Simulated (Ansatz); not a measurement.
```csv
atom,x (Å),y (Å),z (Å)
C,0.0278,0.5251,-0.3122
H,-0.0466,1.5053,0.2106
O,-0.0151,-0.5725,0.2627
```

Basis set: STO-3G (spherical functions). Frozen core: 2 orbitals. Charge 0, multiplicity 2.

Computed with Ansatz (development build ahead of 0.2.0); each method stands on the lowest determinant of its kind that the runs found.

Task: Give the atomization energy at this shape (free ground-state atoms in the same class of orbitals less the molecule, no zero-point energy) of doublet CHO by UHF-MP2, UHF.

Result:

```
 method  atomization energy
UHF-MP2             9.19 eV
    UHF             7.32 eV
```

Caution: the shape is not the minimum; the unrestricted determinant is spin contaminated.

This basis has no polarisation functions and is too small for such energies, which can lie far from measured ones in either direction.
